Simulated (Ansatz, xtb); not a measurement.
**Two isomers of C4H8BN**

Structure X is `BC[C@@H](C)C#N`, a singlet and structure Y is `BCCCC#N`, a singlet. Both are isolated molecules in the gas phase, relaxed with B3LYP/def2-SVP; each stands in its lowest conformer found.

Energies in hartree; the thermal terms are from GFN2-xTB frequencies at re-optimised GFN2-xTB minima (ideal gas, soft modes damped towards free rotors, one conformer each, 298.15 K, 1 atm) and include the zero-point energy:

|  | X | Y |
| --- | --- | --- |
| E, CCSD(T)/def2-SVP | −235.939022 | −235.937803 |
| E, MP2/def2-SVP | −235.851646 | −235.850191 |
| E, MP2/def2-TZVPP | −236.281992 | −236.280474 |
| zero-point energy | 0.110587 | 0.110804 |
| H(298 K) − E | 0.119246 | 0.119366 |
| G(298 K) − E | 0.079373 | 0.079181 |

**Question.** Correct the CCSD(T) difference for the basis set by the MP2 change, then work out ΔE, ΔE₀, ΔH and ΔG for X → Y in kcal/mol (1 Eh = 627.51 kcal/mol) and the equilibrium ratio [Y]/[X].

**Answer.** 1. Differences Y − X: CCSD(T) +0.001219, MP2 in the small set +0.001455, MP2 in the large set +0.001518 Eh.
2. ΔE = +0.001219 + (+0.001518 − (+0.001455)) = +0.001282 Eh = +0.80 kcal/mol.
3. ΔE₀ = ΔE + ΔZPE = +0.001282 + (+0.000217) Eh = +0.94 kcal/mol.
4. ΔH = ΔE + (+0.000120) Eh = +0.88 kcal/mol.
5. ΔG = ΔE + (−0.000192) Eh = +0.68 kcal/mol, so ΔS = (ΔH − ΔG)/T = +2.7 J/(mol K).
6. kT = 0.9442 mEh, so K = [Y]/[X] = exp(−ΔG/kT) = exp(−1.15) ≈ 0.32.

The two are too close for this level to say which is favoured. An error of 1 kcal/mol in ΔG would change K by a factor of 5.4. Mirror images and further conformers aren't counted.

As drawn, both hold the same kinds of bond in the same numbers. Structure X has 1 methyl group, Y 0.

Other levels gave ΔE = +0.9 (GFN2-xTB); 0.0 (HF/STO-3G, GFN2-xTB geometries); +0.3 (r2SCAN-D4/def2-SVP, GFN2-xTB geometries); −0.4 (B3LYP/def2-SVP); −0.1 (HF/def2-SVP); +0.9 (MP2/def2-SVP); +0.8 (CCSD(T)/def2-SVP) kcal/mol. The correlated steps freeze 6 core orbitals. Programs: Ansatz 0.2.0, xtb 6.7.1.
